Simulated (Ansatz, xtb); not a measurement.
Relative energy of two isomers of C5H7NSi2

We compare X, `N#C[SiH]1C=C[SiH2]C=C1`, a singlet, with Y, `N#CC1=C[SiH2]C=C[SiH2]1`, a singlet. Both are isolated molecules in the gas phase, relaxed with r2SCAN-D4/def2-SVP.

Question: Which of the two would you expect CCSD(T)/def2-SVP + ΔMP2/def2-TZVPP electronic energies to favour?

Answer: Structure X; the calculation gives E(Y) − E(X) = +0.451 eV.

How the difference moves with the method:

```csv
level,geometry,E(Y) − E(X) (eV),departure from the last row (eV),"job, with rough time for the two"
GFN2-xTB,GFN2-xTB,−0.655,−1.106,"optimisation, 0.3 s"
HF/STO-3G,GFN2-xTB,+0.530,+0.078,"single point, 0.5 s"
r2SCAN-D4/def2-SVP//GFN2-xTB,GFN2-xTB,+0.287,−0.165,"single point, 4.3 s"
r2SCAN-D4/def2-SVP,r2SCAN-D4/def2-SVP,+0.274,−0.178,"optimisation, 49 s"
HF/def2-SVP,r2SCAN-D4/def2-SVP,+0.437,−0.014,part of the CCSD(T) run
MP2/def2-SVP,r2SCAN-D4/def2-SVP,+0.313,−0.138,part of the CCSD(T) run
CCSD(T)/def2-SVP,r2SCAN-D4/def2-SVP,+0.317,−0.134,single point
CCSD(T)/def2-SVP + ΔMP2/def2-TZVPP,r2SCAN-D4/def2-SVP,+0.451,,"single point, 100 s"
```

As drawn, Y has 1 C–C, 1 Si–H in place of 1 C–Si, 1 C–H.

GFN2-xTB puts the two in the other order. The largest departure from CCSD(T)/def2-SVP + ΔMP2/def2-TZVPP is that of GFN2-xTB, 1.106 eV. The last row adds to CCSD(T) the change of the MP2 difference between the two basis sets, here +0.134 eV, a large step that makes the value less sure.

With thermal terms from frequencies at re-optimised GFN2-xTB minima (ideal gas, soft modes damped towards free rotors, one conformer each, 298.15 K, 1 atm): the zero-point term adds −0.054 eV; ΔH is +0.394 and ΔG +0.413 eV.

The correlated steps freeze 16 core orbitals. Programs: Ansatz 0.2.0, xtb 6.7.1; the last row on 4 threads of Arm Neoverse V1 on a shared host.
